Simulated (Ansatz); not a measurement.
Consider the ligand exchange at the Se–P bond: `P[SeH]` + H₂Se → `[SeH][SeH]` + PH₃.

Gas-phase electronic energies from Ansatz, PBE0-D4/def2-TZVP geometries. CCSD(T)/CBS adds triple-zeta CCSD(T) − MP2 to the extrapolated MP2 energy (def2 sets, frozen cores). This one scheme is used for every species. DFT in def2-TZVPP. For Se outer-core shells are correlated without core-valence functions, which leaves a few kJ/mol of doubt a bond. Scalar relativity is left out up to krypton.

`P[SeH]`:

```xyz
5

P    -0.293    0.774   -0.229
Se    0.399   -1.215    0.599
H    -0.921    0.258   -1.393
H     0.903    1.089   -0.924
H    -0.089   -0.906    1.949
```

H₂Se:

Cartesian coordinates in Å:
```
Se 0.546 0.160 0.381
H -0.846 -0.193 0.679
H 0.301 0.034 -1.060
```

`[SeH][SeH]`:

Cartesian coordinates in Å:
```
Se -0.308 -0.576 -1.090
Se -0.099 -0.360 1.215
H -0.867 0.764 -1.334
H 1.274 0.172 1.209
```

PH₃:

```xyz
4

P    -0.239    0.502   -0.168
H    -0.942   -0.732   -0.175
H     0.276    0.289    1.138
H     0.905   -0.058   -0.795
```

```tsv
level	ΔE (kcal/mol)
PBE0-D4	3.5
BLYP	1.8
CAM-B3LYP	3.0
LC-ωPBE	4.0
CCSD/def2-TZVPP	3.7
SCS-MP2/def2-QZVPP	3.9
HF/CBS(def2)	2.8
CCSD/CBS(def2)	4.0
```

(1) What does CCSD(T)/CBS give? (Best estimate.)

Largest T1 diagnostic among the species: 0.013.

Results:

(1) The calculation gave: +4.1 kcal/mol. The listed levels differ from it by -0.6, -2.3, -1.1, -0.1, -0.4, -0.2, -1.3, -0.1 kcal/mol.

At CCSD(T), def2-SVP lies −0.9 kcal/mol from the extrapolated value and def2-TZVPP −0.4 kcal/mol. Leaving LDA and LC-ωPBE aside and taking each functional with its dispersion term where it has one, the values, not all of them listed here, spread over 2.1 kcal/mol, from BLYP-D4 to PBE-QIDH. LDA lies +1.0 kcal/mol from PBE without D4.
